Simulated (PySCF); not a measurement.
## B: excitation energy

B [He] 2s2 2p1 (2P) → B [He] 2s1 2p1 3s1 (4P), as a difference of total energies. All numbers are calculated (PySCF 2.14, no relativity, point nucleus, in aug-cc-pwCVQZ). Correlated levels: valence: 1s2 frozen; valence and next inner shell: nothing frozen. The calculations carry no spin-orbit coupling.

```json
{"method": "UHF", "excitation energy (cm⁻¹)": "64795"}
{"method": "PBE", "excitation energy (cm⁻¹)": "73894"}
{"method": "PBE0", "excitation energy (cm⁻¹)": "73746"}
{"method": "r2SCAN", "excitation energy (cm⁻¹)": "73082"}
{"method": "M06-L", "excitation energy (cm⁻¹)": "76104"}
{"method": "TPSSh", "excitation energy (cm⁻¹)": "75937"}
{"method": "M06", "excitation energy (cm⁻¹)": "74772"}
{"method": "MP2 (valence)", "excitation energy (cm⁻¹)": "73890"}
{"method": "SCS-MP2 (valence)", "excitation energy (cm⁻¹)": "76242"}
{"method": "SCS-MP2 (valence and next inner shell)", "excitation energy (cm⁻¹)": "76399"}
```

Task: Estimate what MP2 (valence and next inner shell) gives.

Result: 74079 cm⁻¹, closest to PBE among the rows shown.

Task: Estimate what LDA gives.

Result: 74617 cm⁻¹, closest to M06 among the rows shown.

The upper state lies above the first ionisation limit, but in LS coupling its spin forbids autoionisation to the ground ion. A Rydberg-like electron needs more diffuse functions than a valence basis has.

The promoted electron is Rydberg-like, and one or two diffuse shells describe it only roughly, which tends to raise the upper state.
